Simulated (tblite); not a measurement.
C7H14Ge.
Numbering: `[CH2:1]=[CH:2][CH2:3][C@H:4]1[CH2:5][CH2:6][GeH2:7][CH2:8]1` (hydrogens: H9, H10 on C1; H11 on C2; H12, H13 on C3; H14 on C4; H15, H16 on C5; H17, H18 on C6; H19, H20 on Ge7; H21, H22 on C8)

Computed with GFN2-xTB (tblite), gas phase: L-BFGS steps from a force-field or distance-geometry start until the largest atomic force falls under 0.01 eV/Å.

Geometry at step 1:
```
atom  x, y, z in Å
C1      3.0850    0.1786   -1.0805
C2      2.4826    0.5334    0.0263
C3      1.3912   -0.2937    0.6666
C4      0.0908   -0.2540   -0.1722
C5     -0.9799   -1.1933    0.4360
C6     -2.3225   -0.9811   -0.2823
Ge7    -2.3722    0.9311   -0.6920
C8     -0.4817    1.1768   -0.2562
H9      2.8063   -0.7283   -1.6119
H10     3.8736    0.7910   -1.5015
H11     2.7977    1.4382    0.5506
H12     1.1824    0.0748    1.6803
H13     1.7344   -1.3387    0.7610
H14     0.3113   -0.6066   -1.1980
H15    -0.6703   -2.2425    0.3236
H16    -1.1071   -0.9759    1.5115
H17    -2.3433   -1.5385   -1.2243
H18    -3.1612   -1.2660    0.3555
H19    -3.2663    1.6960    0.2960
H20    -2.6451    1.1657   -2.1747
H21    -0.4242    1.6931    0.7116
H22     0.0081    1.7592   -1.0393
```

**Question.** Give the atomic forces at this geometry.

**Answer.** 
```tsv
atom	Fx (eV/Å)	Fy (eV/Å)	Fz (eV/Å)
C1	0.377	-0.139	-0.700
C2	-0.322	0.041	0.926
C3	-0.031	0.044	-0.126
C4	-0.020	-0.033	0.291
C5	-0.047	0.044	-0.109
C6	0.065	-0.126	0.090
Ge7	-0.354	0.301	-0.036
C8	0.098	-0.129	-0.002
H9	0.179	0.287	0.092
H10	-0.155	-0.229	-0.069
H11	-0.220	-0.238	-0.155
H12	-0.006	-0.046	-0.243
H13	-0.143	0.298	-0.109
H14	-0.076	0.139	0.381
H15	0.029	0.264	0.175
H16	0.150	-0.030	-0.407
H17	-0.112	-0.130	0.292
H18	0.123	-0.327	-0.206
H19	0.069	-0.064	-0.540
H20	-0.214	0.173	0.370
H21	0.330	-0.112	-0.296
H22	0.280	0.013	0.383
```

The largest, 0.98 eV/Å, acts on C2; the rms over all components is 0.253 eV/Å. The forces sum to zero within rounding, as they must for an isolated molecule in no field.

**Question.** Give the force on C2 in Eh/bohr and in nN.

**Answer.** 0.981 eV/Å ÷ 51.422 = 0.01908 Eh/bohr, and 0.981 eV/Å × 1.602 = 1.57 nN.

**Question.** How far is this geometry from the end of the optimisation?

**Answer.** 0.213 eV above it, and 0.329 Å rms away after alignment. The bonds farthest from their final lengths, with half the difference of the two atoms' forces along the bond (positive lengthens):

| bond | now (Å) | final (Å) | force along bond (eV/Å) |
| --- | --- | --- | --- |
| Ge7–H19 | 1.536 | 1.507 | -0.38 |
| C6–Ge7 | 1.956 | 1.982 | +0.23 |
| Ge7–C8 | 1.956 | 1.981 | +0.20 |
| Ge7–H20 | 1.526 | 1.506 | -0.22 |
| C4–C5 | 1.549 | 1.532 | -0.09 |
| C2–C3 | 1.512 | 1.495 | -0.33 |

The angle farthest from its final value is H19–Ge7–H20, 116.4° against 106.2°.

Of the 6 listed bonds off by 0.010 Å or more, this force points towards the final length in 6.

What follows is the cost of the whole relaxation. The run took 1.8 s on one thread, Arm Neoverse N1 (aarch64), shared host.
